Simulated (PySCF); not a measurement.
PySCF input file for Al(Cl)2(OEt) (C₂H₅AlCl₂O), SMILES CC[O][Al]([Cl])[Cl], PBE0-D3(BJ)/def2-SVP. Geometry: PBE0-D3(BJ)/def2-SVP. The values are those of a single conformer.

```python
import numpy as np
from pyscf import gto, scf, dft, df
from pyscf.hessian import thermo

mol = gto.M(
    atom='''
    Al   -0.10580329    0.46413413    0.15923934
    Cl    1.20099028    0.94411271   -1.39841416
    Cl   -1.49855681    1.86561072    0.80726014
    O    -0.05927896   -1.03381928    0.91251654
    C     0.57327417   -2.27131500    0.74269119
    C     0.20073842   -2.92458759   -0.57197587
    H     1.67129703   -2.15310007    0.80415415
    H     0.27737364   -2.92087315    1.58443370
    H     0.53167004   -2.30765619   -1.42313846
    H     0.67379588   -3.91382845   -0.66875958
    H    -0.88990637   -3.05761434   -0.64160711
    ''',
    basis='def2-SVP',
    charge=0,
    spin=0,
    max_memory=1600,
    verbose=3,
)
mf = dft.RKS(mol, xc='pbe0').density_fit(auxbasis='def2-universal-jkfit')
mf.disp = 'd3bj'
mf.grids.level = 3
mf.conv_tol = 1e-11
mf.max_cycle = 100
mf.kernel()

# [left out here: the lines that compute and print the analytic Hessian (its translational invariance restored by hand, since the grid's response is missing), thermochemistry and intensities]
```

Log of the run:

```
converged SCF energy = -1316.40401500549

WARN: DFTD3 does not support analytical Hessian, using finite difference


WARN: Mole.unit (angstrom) is changed to Bohr

Mode                                 0                   1                   2
Irrep
Freq [cm^-1]                       29.4888             62.3580             67.4635
Reduced mass [au]                   2.4214              4.5424              3.3523
Force const [Dyne/A]                0.0012              0.0104              0.0090
Char temp [K]                      42.4277             89.7192             97.0649
Normal mode                   x     y     z       x     y     z       x     y     z
       0  Al                 0.02  0.01  0.00    0.02 -0.01  0.04    0.04  0.00 -0.01
       1  Cl                 0.03  0.03  0.02   -0.01 -0.05 -0.00   -0.00  0.08 -0.03
       2  Cl                -0.03 -0.03 -0.02   -0.03 -0.02 -0.03   -0.00 -0.05 -0.01
       3   O                 0.05  0.01  0.00    0.07  0.03  0.10    0.07  0.02  0.01
       4   C                 0.07  0.02 -0.05    0.00  0.00 -0.01   -0.09 -0.07  0.07
       5   C                -0.15 -0.05  0.05   -0.04  0.15 -0.07   -0.05 -0.02  0.03
       6   H                 0.08  0.07 -0.26    0.01 -0.06 -0.01   -0.08 -0.22  0.18
       7   H                 0.25  0.05  0.03   -0.03 -0.06 -0.07   -0.27 -0.03  0.04
       8   H                -0.32 -0.07 -0.04   -0.01  0.21 -0.02    0.12 -0.06  0.07
       9   H                -0.14 -0.04  0.00   -0.10  0.13 -0.17   -0.18 -0.08  0.08
      10   H                -0.16 -0.08  0.25   -0.05  0.22 -0.08   -0.06  0.13 -0.08
Mode                                 3                   4                   5
Irrep
Freq [cm^-1]                      146.6546            207.3908            227.8821
Reduced mass [au]                  17.9746              5.4935              7.6960
Force const [Dyne/A]                0.2278              0.1392              0.2355
Char temp [K]                     211.0033            298.3892            327.8716
Normal mode                   x     y     z       x     y     z       x     y     z
       0  Al                -0.00 -0.05  0.05    0.01  0.06  0.06   -0.11 -0.05 -0.09
       1  Cl                -0.07  0.05  0.04   -0.01 -0.05  0.01    0.02 -0.00  0.04
       2  Cl                 0.05  0.05 -0.08   -0.05  0.05  0.00    0.01  0.03  0.02
       3   O                 0.02 -0.06  0.03    0.10  0.01 -0.08    0.10  0.02  0.01
       4   C                 0.03 -0.06 -0.01    0.01 -0.04 -0.04    0.04 -0.01  0.01
       5   C                 0.01 -0.03 -0.02    0.02 -0.08 -0.03   -0.01  0.01  0.01
       6   H                 0.03 -0.05 -0.03    0.01 -0.12 -0.00    0.04 -0.07  0.01
       7   H                 0.05 -0.08 -0.02   -0.07 -0.00 -0.03    0.00 -0.00  0.01
       8   H                -0.02 -0.01 -0.01    0.16 -0.19 -0.05    0.12 -0.06  0.00
       9   H                 0.02 -0.02 -0.05   -0.12 -0.15  0.09   -0.16 -0.06  0.04
      10   H                 0.01 -0.05  0.01    0.00  0.07 -0.10   -0.03  0.18 -0.03
Mode                                 6                   7                   8
Irrep
Freq [cm^-1]                      296.2399            419.2472            448.8697
Reduced mass [au]                   1.2920             14.0736              3.1116
Force const [Dyne/A]                0.0668              1.4575              0.3694
Char temp [K]                     426.2233            603.2033            645.8235
Normal mode                   x     y     z       x     y     z       x     y     z
       0  Al                 0.02 -0.01  0.01   -0.00 -0.04  0.02    0.01 -0.02  0.02
       1  Cl                -0.01  0.00  0.00    0.06  0.03 -0.07    0.01  0.00 -0.02
       2  Cl                 0.02 -0.02 -0.01   -0.06  0.06  0.03   -0.02  0.02  0.01
       3   O                -0.08 -0.02  0.01   -0.03 -0.05  0.11   -0.02 -0.08 -0.12
       4   C                 0.05  0.05 -0.02    0.01 -0.04 -0.01    0.07 -0.06  0.08
       5   C                -0.00  0.02  0.01    0.01 -0.04 -0.02   -0.02  0.09  0.06
       6   H                 0.04  0.15 -0.09    0.01 -0.01 -0.05    0.06 -0.02  0.10
       7   H                 0.16  0.03 -0.00    0.07 -0.09 -0.03    0.04 -0.02  0.10
       8   H                 0.36 -0.25 -0.05    0.05 -0.07 -0.03   -0.07  0.26  0.16
       9   H                -0.42 -0.20  0.23   -0.02 -0.05  0.01   -0.13  0.06 -0.22
      10   H                -0.05  0.48 -0.10    0.01 -0.01 -0.04   -0.04  0.24  0.16
Mode                                 9                  10                  11
Irrep
Freq [cm^-1]                      634.1939            759.8754            808.0361
Reduced mass [au]                  28.5979              5.4885              1.0920
Force const [Dyne/A]                6.7769              1.8672              0.4201
Char temp [K]                     912.4638           1093.2916           1162.5841
[...]
       4   C                -0.06  0.16  0.01   -0.02  0.03  0.01   -0.00  0.03  0.03
       5   C                -0.01 -0.04  0.01    0.05  0.02 -0.03    0.04  0.03  0.10
       6   H                -0.06  0.15  0.14    0.08 -0.55 -0.33    0.04 -0.21 -0.24
       7   H                -0.03  0.01 -0.07   -0.14  0.52  0.33   -0.02 -0.29 -0.23
       8   H                -0.03  0.05  0.05   -0.12 -0.05 -0.15   -0.17 -0.27 -0.21
       9   H                -0.00 -0.02 -0.13   -0.07 -0.04  0.01   -0.24 -0.05 -0.42
      10   H                -0.02  0.06 -0.12    0.04  0.03  0.15    0.08 -0.17 -0.36
Mode                                18                  19                  20
Irrep
Freq [cm^-1]                     1416.3434           1457.4470           1472.5845
Reduced mass [au]                   1.3675              1.0386              1.0529
Force const [Dyne/A]                1.6163              1.2998              1.3452
Char temp [K]                    2037.8028           2096.9418           2118.7212
Normal mode                   x     y     z       x     y     z       x     y     z
       0  Al                 0.00  0.01 -0.00    0.00 -0.00 -0.00    0.00  0.00 -0.00
       1  Cl                -0.00 -0.00  0.00   -0.00  0.00  0.00   -0.00 -0.00 -0.00
       2  Cl                 0.00 -0.00 -0.00   -0.00  0.00  0.00   -0.00  0.00 -0.00
       3   O                 0.01 -0.02  0.02   -0.00 -0.00  0.00    0.00 -0.01 -0.00
       4   C                -0.01 -0.07 -0.09    0.02  0.01 -0.01    0.00  0.03  0.03
       5   C                 0.00  0.07  0.06    0.03  0.02 -0.03   -0.03  0.03 -0.03
       6   H                -0.08  0.33  0.32    0.02 -0.01  0.03    0.00  0.06 -0.22
       7   H                 0.01  0.41  0.28   -0.03 -0.01 -0.05   -0.19 -0.05 -0.11
       8   H                 0.05 -0.22 -0.13   -0.14  0.44  0.23    0.60 -0.11  0.13
       9   H                -0.17  0.01 -0.22   -0.54 -0.29  0.31   -0.12 -0.01 -0.27
      10   H                 0.06 -0.26 -0.13    0.09 -0.45 -0.13   -0.00 -0.39  0.47
Mode                                21                  22                  23
Irrep
Freq [cm^-1]                     1503.7742           3032.0781           3051.6097
Reduced mass [au]                   1.0855              1.0635              1.0376
Force const [Dyne/A]                1.4462              5.7609              5.6928
Char temp [K]                    2163.5962           4362.4853           4390.5870
Normal mode                   x     y     z       x     y     z       x     y     z
       0  Al                -0.00 -0.00  0.00    0.00  0.00 -0.00   -0.00  0.00 -0.00
       1  Cl                 0.00  0.00 -0.00   -0.00 -0.00  0.00    0.00  0.00  0.00
       2  Cl                -0.00  0.00  0.00    0.00 -0.00  0.00    0.00 -0.00  0.00
       3   O                -0.01  0.02 -0.01    0.00 -0.00 -0.00    0.00 -0.00  0.00
       4   C                -0.05  0.04 -0.04    0.06 -0.01  0.03    0.00  0.00  0.00
       5   C                -0.01  0.00 -0.00   -0.00  0.00 -0.00   -0.01 -0.02 -0.05
       6   H                 0.00 -0.49  0.43   -0.84 -0.11 -0.04   -0.01 -0.00 -0.00
       7   H                 0.63 -0.13  0.08    0.14  0.27 -0.34    0.01  0.01 -0.02
       8   H                 0.17 -0.02  0.04    0.00  0.01 -0.01   -0.19 -0.36  0.47
       9   H                -0.04 -0.00 -0.10    0.02 -0.05  0.00   -0.23  0.47  0.04
      10   H                 0.00 -0.10  0.14    0.02  0.00 -0.00    0.54  0.06  0.02
Mode                                24                  25                  26
Irrep
Freq [cm^-1]                     3087.7692           3149.8794           3158.4106
Reduced mass [au]                   1.1044              1.1045              1.1042
Force const [Dyne/A]                6.2040              6.4566              6.4898
Char temp [K]                    4442.6124           4531.9752           4544.2497
Normal mode                   x     y     z       x     y     z       x     y     z
       0  Al                 0.00 -0.00  0.00    0.00 -0.00 -0.00    0.00  0.00 -0.00
       1  Cl                -0.00  0.00  0.00    0.00  0.00 -0.00   -0.00 -0.00  0.00
       2  Cl                -0.00  0.00  0.00   -0.00  0.00  0.00   -0.00 -0.00 -0.00
       3   O                -0.00  0.00  0.00   -0.00 -0.00  0.00   -0.00  0.00  0.00
       4   C                 0.06  0.04 -0.05    0.01  0.01 -0.01    0.01  0.00 -0.00
       5   C                -0.01 -0.01  0.01    0.04  0.07 -0.04    0.08 -0.04 -0.00
       6   H                -0.42 -0.05 -0.03   -0.07 -0.01 -0.00   -0.07 -0.01 -0.01
       7   H                -0.23 -0.48  0.63   -0.04 -0.08  0.11   -0.01 -0.01  0.02
       8   H                 0.03  0.07 -0.09   -0.22 -0.40  0.55    0.01 -0.01  0.01
       9   H                -0.02  0.04  0.00    0.19 -0.38 -0.04   -0.29  0.61  0.06
      10   H                 0.12  0.01  0.01   -0.41 -0.04 -0.03   -0.65 -0.09 -0.04
temperature 298.1500 [K]
pressure 101325.00 [Pa]
Rotational constants [GHz] 2.17318 1.16192 0.80762
Symmetry number 1
Zero-point energy (ZPE) 0.07432 [Eh]   195118.850 [J/mol]
                           tot       elec      trans        rot        vib
Entropy [J/mol/K]       400.392      0.000    170.636    123.200    106.556
Cv [J/mol/K]            108.369      0.000     12.472     12.472     83.426
Cp [J/mol/K]            116.684      0.000     20.786     12.472     83.426
Internal energy [J/mol]                      3718.434   3718.434 209910.994
Internal energy [Eh]   -1316.32123  -1316.40402
Enthalpy [J/mol]                             6197.391   3718.434 209910.994
Enthalpy [Eh]          -1316.32029
Gibbs free energy [J/mol]                  -44677.694 -33013.562 178141.304
Gibbs free energy [Eh] -1316.36576
static polarisability / bohr^3: [[57.098 -6.342 -7.113]
 [-6.345 68.478 -0.597]
 [-7.115 -0.602 55.52 ]]
largest difference of analytic and finite-field dipole derivatives / e: 0.0013514723618406332
mode   freq/cm-1   IR/(km/mol)   Raman/(A^4/amu)   depolarisation
   1       29.49         0.159             0.221            0.748
   2       62.36         0.344             0.142            0.694
   3       67.46         2.790             0.882            0.746
   4      146.65         7.658             1.654            0.721
   5      207.39        15.352             1.083            0.705
   6      227.88        45.777             0.253            0.750
   7      296.24         5.312             0.400            0.233
   8      419.25        12.000             9.483            0.076
   9      448.87        16.587             0.783            0.198
  10      634.19       188.805             1.050            0.712
  11      759.88        69.308             4.915            0.226
  12      808.04         0.504             0.341            0.742
  13      961.02        25.354             5.401            0.746
  14     1113.28         5.871             3.579            0.287
  15     1174.87         6.832             0.475            0.606
  16     1247.79       379.975             5.161            0.218
  17     1312.07        22.958             8.244            0.706
  18     1374.70         2.277             1.502            0.630
  19     1416.34        33.562             4.744            0.594
  20     1457.45         7.545            18.825            0.717
  21     1472.58         0.127            19.787            0.734
  22     1503.77         1.854             6.549            0.709
  23     3032.08        65.118           123.917            0.114
  24     3051.61         9.411           142.421            0.018
  25     3087.77        26.875           136.502            0.632
  26     3149.88        23.154            39.168            0.552
  27     3158.41        16.401            83.692            0.694
max |gradient| / (hartree/bohr): 3.7342271503923127e-05
APT charges: [ 1.6794 -0.5554 -0.5408 -1.0746  0.6687 -0.0435 -0.0761 -0.0668  0.0029
  0.003   0.0031]
```

The calculation finished and met its thresholds.

Cost: around 7 core-minutes (rough).
